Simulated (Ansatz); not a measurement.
Problem. Name a neutral molecule of B, C, I, O, Si and H with LUMO energy (ωB97M-V/def2-TZVPP) between 0.50 and 0.80 eV and LUMO energy (PBE0/def2-TZVPP) between -1.50 and -1.20 eV (Ansatz, PBE0-D4/def2-TZVP geometry).

Solution. `COB([SiH3])I` (0.58 eV, -1.35 eV). Other molecules can fit too; these were computed, each in one conformer that needn't be the lowest.
